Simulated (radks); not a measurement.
Polarisability of the titanium ion Ti2+, [Ar] 3d2, at imaginary frequency. Method: scalar-relativistic Kohn-Sham, LDA (Slater exchange, Perdew-Wang correlation), spin-polarised, spherical densities, finite nucleus; open shells are filled with parallel spins first; Fermi nuclear charge, rms radius 3.5921 fm; computed with a radial shooting solver on a logarithmic mesh with Libxc functionals. Response by self-consistent Sternheimer equations with the Hartree and adiabatic LDA kernel, the relativistic mass of each level held fixed and spin-orbit coupling left out.

w (hartree)  alpha1(iw) (bohr^3)
0.00266                    5.271
0.0143                     5.265
0.0360                     5.237
0.0697                     5.147
0.118                      4.945
0.186                      4.590
0.280                      4.093
0.413                      3.520
0.605                      2.921
0.892                      2.300
1.35                       1.650
2.12                       1.012
3.59                      0.4919
6.94                      0.1744
17.5                     0.03809

Static values: alpha1 = 5.271 bohr^3 (0.7810 angstrom^3; uncoupled 6.576). C6 = 15.77, triple-dipole C9 = 53.44 atomic units. One-pole (London) frequency 4 C6 / (3 alpha1^2) = 0.757 hartree, against 0.757 for minus the highest occupied eigenvalue.
